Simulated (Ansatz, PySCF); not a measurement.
Si(F)2(vinyl)(OH) (C₂H₄F₂OSi), SMILES C=C[Si](O)(F)F.

Geometry optimised at B3LYP-D3(BJ)/def2-SVP. This is a generated structure with no PubChem entry under its InChIKey; it may be hypothetical. The values are those of a single conformer.

Vertical ionisation energy (IE) and electron affinity (EA) in eV. Rows of orbital energies are one-electron estimates. Where ΔSCF, EOM or ADC give a negative EA the extra electron is unbound and the value depends on the basis.

```json
[
 {"level": "−ε(HOMO), −ε(LUMO), ωB97X/def2-TZVP (PySCF)", "IE": "10.94", "EA": "-1.26"},
 {"level": "−ε(HOMO), −ε(LUMO), PBE/def2-TZVP (PySCF)", "IE": "7.37", "EA": "1.99"},
 {"level": "ΔSCF, CAM-B3LYP/def2-SVPD (Ansatz), final states of multiplicity 2 and 2", "IE": "11.02", "EA": "-0.98"},
 {"level": "ΔSCF, PBE/def2-SVPD (Ansatz), final states of multiplicity 2 and 2", "IE": "10.72", "EA": "-0.74"}
]
```

Task: What vertical singlet–triplet gap does ΔSCF give with CAM-B3LYP/def2-SVPD (Ansatz, an electronic-structure program) and with PBE/def2-SVPD (Ansatz)? (The exact figures need the calculation; the answer reports its results.)

Result: 4.19 and 4.29 eV (triplet above singlet where positive).
